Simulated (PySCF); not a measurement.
A run for PySCF: R-B3LYP/6-31G* on H2S (SMILES S).

```python
from pyscf import gto, scf, dft, mp
from pyscf.data.elements import chemcore

mol = gto.M(
    atom='''
    S     1.08795639   -0.44540950    3.65563789
    H     0.43414426   -0.35368853    2.48101212
    H     0.00741564   -0.92323511    4.29278948
    ''',
    basis='6-31g*',
    cart=True,
    charge=0, spin=0, verbose=3, max_memory=1800)
mf = dft.RKS(mol, xc='b3lyp')
mf.conv_tol = 1e-8
mf.max_cycle = 100
mf.kernel()
if not mf.converged:
    mf = mf.newton().run(mf.mo_coeff, mf.mo_occ)
```

It printed:

```
converged SCF energy = -399.385404514479
```

The run converged.

Cost: roughly 0.7 core-seconds.
